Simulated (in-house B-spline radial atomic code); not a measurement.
A radial electron density 4πr²n(r) was computed for an atom or ion in its tabulated ground configuration with an all-electron radial atomic-structure program (B-spline basis); method: Dirac-Kohn-Sham PBEsol, spherical fractional occupations. Columns: r (bohr), 4πr²n(r) (electrons per bohr), bar.

```
  0.0024    0.662 #
 0.00287   0.9204 #
 0.00342    1.266 ##
 0.00408    1.736 ##
 0.00487    2.369 ###
 0.00581    3.205 ####
 0.00693    4.298 ######
 0.00827    5.708 ########
 0.00986    7.479 ##########
  0.0118    9.708 ##############
   0.014    12.24 #################
  0.0167    15.22 #####################
    0.02    18.56 ##########################
  0.0238    21.84 ##############################
  0.0284    24.91 ###################################
  0.0339    27.32 ######################################
  0.0405    28.66 ########################################
  0.0483    28.64 ########################################
  0.0576    27.32 ######################################
  0.0687    25.15 ###################################
   0.082    23.06 ################################
  0.0978    22.15 ###############################
   0.117    23.23 ################################
   0.139    26.08 ####################################
   0.166    29.58 #########################################
   0.198    31.53 ############################################
   0.236    30.16 ##########################################
   0.282    25.06 ###################################
   0.336    18.15 #########################
   0.401    12.24 #################
   0.479    9.646 #############
   0.571    10.28 ##############
   0.682    11.86 #################
   0.813    11.91 #################
    0.97    9.662 #############
    1.16    6.138 #########
    1.38    3.082 ####
    1.65    1.155 ##
    1.97   0.3262 
    2.34  0.07121 
     2.8  0.01043 
    3.34 0.001113
```

Which atom or ion is it?
A. Cr5+
B. Cr6+
C. V5+
D. Cr4+

A. The area under the curve, ∫4πr²n dr = ∫r·4πr²n d(ln r) on this logarithmic grid, is 19 electrons, which only this option has. The configuration is [Ar] 3d1.
